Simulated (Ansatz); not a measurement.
Basis sets compared for [SiBr3]- (SiBr₃⁻). Charge -1, multiplicity 1. Geometry PBE-D4/def2-SVPD. Ansatz on 4 threads of Arm Neoverse V1 on a shared host; times are rough, and most runs start from earlier orbitals.

```xyz
4

Si   -0.252   -0.372   -0.751
Br   -0.490   -1.623    1.308
Br   -1.316    1.688   -0.054
Br    2.059    0.307   -0.503
```

| level | functions | energy (Eh) | HOMO (eV) | LUMO (eV) | wall time |
| --- | --- | --- | --- | --- | --- |
| PBE-D4/def2-SVPD | 147 | -8009.8662 | -1.36 | 2.39 | 1.8 s |
| PBE0-D4/def2-SVPD | 147 | -8010.1545 | -2.31 | 3.09 | 3.3 s |

**Question.** Estimate the rows for PBE-D4/def2-TZVPD (with forces), PBE0-D4/def2-TZVPD.

**Answer.** 
```tsv
level	functions	energy (Eh)	HOMO (eV)	LUMO (eV)	wall time
PBE-D4/def2-TZVPD (with forces)	214	-8010.8919	-1.32	2.38	3.7 s
PBE0-D4/def2-TZVPD	214	-8011.1802	-2.26	2.99	7 s
```
